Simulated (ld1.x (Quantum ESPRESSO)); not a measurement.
Ge (Z = 32), PAW: configuration errors across variants

Ge, PAW, made with ld1.x (Quantum ESPRESSO) 7.5 (LDA (PZ), scalar-relativistic). Core [Ar], reference 3d10 4s2 4p0.5 (charge +1.5). Waves: 4s (bound): rcut 1.65, rcutus 1.85 bohr; 4s channel at -0.8 Ry: rcut 1.65, rcutus 1.85 bohr; 4p (bound): rcut 1.75, rcutus 2.25 bohr; 4p channel at -0.8 Ry: rcut 1.75, rcutus 2.25 bohr; 3d (bound): rcut 0.60, rcutus 0.65 bohr; 3d channel at -1.4 Ry: rcut 0.60, rcutus 0.65 bohr; 4f channel at 0.05 Ry: rcut 1.75, rcutus 2.00 bohr. Local part: all-electron potential smoothed inside 1.60 bohr (lloc = -1). Core correction: a·sin(br)/r model core, default radius (ld1.x builds one for every PAW set, though the input has nlcc=.false.). Augmentation charge: GAUSS, radius 0.65 bohr.

All-electron excitation energies from the reference (eV): (1) 3d10 4s2 4p2 -14.412; (2) 3d10 4s2 4p1 -6.776; (3) 3d10 4s2 4p0 8.940; (4) 3d10 4s2 4p2.3 -15.340; (5) 3d9 4s2 4p3 15.308; (6) 3d10 4s1 4p3 -6.368; (7) 3d10 4s0 4p4 1.947; (8) 3d10 4s2 4p0.5 spin -0.053; (9) 3d10 4s2 4p2 spin -14.975.

Spin tests fill each open shell by Hund’s rule, majority spin first.

The overlap operator is not positive definite (basis up to 400 Ry) in “all radii but the core radius scaled by about 1.39 (s 2.58, p 3.14, d 0.90, f 2.78 bohr, rcut 2.30/2.44/0.84/2.44); local potential all-electron potential smoothed inside 2.22 bohr (lloc = -1); augmentation GAUSS, radius 0.90 bohr”. Such files are unfit for use, however small their errors in these radial tests.

1 further variants failed, have other tests or too few solved ones, and are left out.

Errors AE − PS in meV (a dash: test not solved or not reliable):

| change | (1) | (2) | (3) | (4) | (5) | (6) | (7) | (8) | (9) | bound ghosts |
| --- | --- | --- | --- | --- | --- | --- | --- | --- | --- | --- |
| base | +3.3 | +1.1 | -0.7 | +3.8 | -60 | +2.9 | +2.8 | +0.2 | +4.9 | none |
| all radii but the core radius scaled by about 0.93 (s 1.72, p 2.08, d 0.60, f 1.86 bohr, rcut 1.54/1.62/0.56/1.62); local potential all-electron potential smoothed inside 1.48 bohr (lloc = -1); augmentation GAUSS, radius 0.60 bohr | +3.4 | +1.2 | -0.6 | +3.9 | -126 | +2.9 | +2.5 | +0.2 | +5.3 | none |
| all radii but the core radius scaled by about 1.04 (s 1.92, p 2.34, d 0.68, f 2.08 bohr, rcut 1.72/1.82/0.62/1.82); local potential all-electron potential smoothed inside 1.66 bohr (lloc = -1); augmentation GAUSS, radius 0.68 bohr | +3.1 | +1.1 | -0.8 | +3.5 | -5.5 | +2.9 | +3.1 | +0.2 | +4.6 | none |
| all radii but the core radius scaled by about 1.12 (s 2.08, p 2.52, d 0.72, f 2.24 bohr, rcut 1.84/1.96/0.68/1.96); local potential all-electron potential smoothed inside 1.80 bohr (lloc = -1); augmentation GAUSS, radius 0.72 bohr | +2.9 | +1.1 | -0.9 | +3.2 | +82 | +4.1 | +4.3 | +0.1 | +4.2 | none |
| all radii but the core radius scaled by about 1.39 (s 2.58, p 3.14, d 0.90, f 2.78 bohr, rcut 2.30/2.44/0.84/2.44); local potential all-electron potential smoothed inside 2.22 bohr (lloc = -1); augmentation GAUSS, radius 0.90 bohr | +5.0 | +1.5 | -1.0 | +5.7 | +269 | +30 | +15 | +0.1 | +7.7 | not determined (overlap not positive) |

Problem. Give the same row for: all radii but the core radius scaled by about 1.22 (s 2.26, p 2.74, d 0.80, f 2.44 bohr, rcut 2.02/2.14/0.74/2.14); local potential all-electron potential smoothed inside 1.96 bohr (lloc = -1); augmentation GAUSS, radius 0.80 bohr.

Solution. +2.5, +1.0, -1.2, +2.7, +126, +7.2, +6.4, +0.1, +3.7; bound ghosts: none.
